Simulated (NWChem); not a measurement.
System: CH3BrMg; SMILES [Mg]([Br])[CH3]

```xyz
6

Mg    -0.0070    -1.1225    -0.0003
Br     0.0363     1.2424     0.0004
C     -0.0455    -3.2026    -0.0003
H     -0.3058    -3.6026    -0.9945
H     -0.7873    -3.5934     0.7160
H      0.9345    -3.6250     0.2778
```
Atoms are numbered in this order, from 1.

Results from NWChem. The geometry was optimised at PBE0/def2-SVP. Ions are spin-unrestricted doublets at the neutral geometry; other ion states weren't tried.

```
level                                  −ε(HOMO) (eV)
-------------------------------------  -------------
B3LYP/def2-TZVP                                 7.37
PBE/def2-TZVP                                   6.41
LDA (Slater exchange, VWN5)/def2-TZVP           6.60
PBE0/def2-TZVP                                  7.58
```
